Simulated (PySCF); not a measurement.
1-fluorosilolane (C4H9FSi), SMILES F[SiH]1CCCC1. Geometry: B3LYP-D3(BJ)/def2-SVP. Other conformers were not sampled.

Computed equilibrium geometry at B3LYP-D3(BJ)/def2-SVP (PySCF confirms it by a frequency run) as bond lengths and angles (one conformer of several):
Atoms: F1 Si2 C3 C4 C5 C6 H7 H8 H9 H10 H11 H12 H13 H14 H15. Bonds (Å): F1–Si2 1.639, Si2–C3 1.886, Si2–C6 1.889, Si2–H7 1.488, C3–C4 1.547, C3–H8 1.105, C3–H9 1.101, C4–C5 1.542, C4–H10 1.102, C4–H11 1.105, C5–C6 1.549, C5–H12 1.105, C5–H13 1.102, C6–H14 1.105, C6–H15 1.100. Angles (°): F1–Si2–C3 111.4, F1–Si2–C6 110.5, F1–Si2–H7 105.9, C3–Si2–C6 96.4, C3–Si2–H7 115.8, C6–Si2–H7 116.8, Si2–C3–C4 103.0, Si2–C3–H8 109.0, Si2–C3–H9 114.3, C4–C3–H8 110.2, C4–C3–H9 113.3, H8–C3–H9 107.1, C3–C4–C5 108.5, C3–C4–H10 112.1, C3–C4–H11 109.3, C5–C4–H10 111.3, C5–C4–H11 109.0, H10–C4–H11 106.5, C4–C5–C6 109.0, C4–C5–H12 108.7, C4–C5–H13 111.3, C6–C5–H12 109.3, C6–C5–H13 111.9, H12–C5–H13 106.4, Si2–C6–C5 103.6, Si2–C6–H14 107.5, Si2–C6–H15 115.3, C5–C6–H14 110.5, C5–C6–H15 112.9, H14–C6–H15 106.9.
